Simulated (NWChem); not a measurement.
C3H2BrCl; SMILES ClC=C=CBr

```xyz
7

Cl     0.4620    -3.1613    -0.1237
C     -0.5861    -1.9344     0.5437
C     -0.7210    -0.7312     0.0239
C     -0.8623     0.4729    -0.4789
Br     0.2259     1.9549     0.0391
H     -1.1299    -2.2673     1.4435
H     -1.6122     0.7419    -1.2399
```
Atoms are numbered in this order, from 1.

The geometry was optimised at PBE-D3(BJ)/def2-SVP.

List the 6 lowest vertical singlet excitations from B3LYP/def2-SVP, TDA (NWChem).


```
state  energy (eV)  oscillator strength  leading excitation (squared amplitude)
-----  -----------  -------------------  --------------------------------------
S1            4.64                0.000                      HOMO → LUMO (0.95)
S2            4.92                0.000                  HOMO−1 → LUMO+1 (0.95)
S3            5.55                0.005                    HOMO−1 → LUMO (0.38)
S4            5.66                0.001                    HOMO−2 → LUMO (0.71)
S5            5.89                0.000                  HOMO−2 → LUMO+1 (0.99)
S6            6.24                0.006                    HOMO−3 → LUMO (0.98)
```
